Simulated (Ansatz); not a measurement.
Reaction (formal exchange of groups at a B–O bond): `[SiH3]BO[SiH3]` + `[F][ZnH]` → `[F][Zn][BH][SiH3]` + `O[SiH3]`

Isolated molecules relaxed with PBE0-D4/def2-TZVP in Ansatz; ΔE leaves out vibrations. CCSD(T)/CBS is the MP2 limit (def2-TZVPP, def2-QZVPP) plus CCSD(T) − MP2 in def2-TZVPP, frozen cores. DFT in def2-TZVPP. For Zn outer-core shells are correlated without core-valence functions, which leaves a few kJ/mol of doubt a bond. Scalar relativity is left out up to krypton. One conformer a species, not always the lowest.

Task: Is it downhill or uphill in electronic energy at CCSD(T)/CBS, and by how much? (Estimate.)

Result: The calculation gave: Uphill: ΔE = +1.41 eV.

Task: What do these levels give: PBE-D4, r2SCANh-D4, ωB97X-V, PBE, PBE0, BHLYP, CAM-B3LYP, CCSD(T)/def2-SVP, SCS-MP2/def2-TZVPP, CCSD/def2-TZVPP, HF/def2-QZVPP, HF/CBS(def2)? (Best estimate.)

Result: Ansatz gave: PBE-D4 1.37, r2SCANh-D4 1.44, ωB97X-V 1.46, PBE 1.34, PBE0 1.38, BHLYP 1.52, CAM-B3LYP 1.53, CCSD(T)/def2-SVP 1.63, SCS-MP2/def2-TZVPP 1.50, CCSD/def2-TZVPP 1.47, HF/def2-QZVPP 1.60, HF/CBS(def2) 1.60 eV.

Largest T1 diagnostic among the species: 0.018.

In def2-TZVPP, CCSD(T) changes the Hartree–Fock value by −0.12 eV (the triples alone add −0.00 eV) and MP2 by −0.12 eV. From BLYP to BHLYP (50 % exact exchange), in def2-TZVPP and without D4, ΔE moves by +0.10 eV.
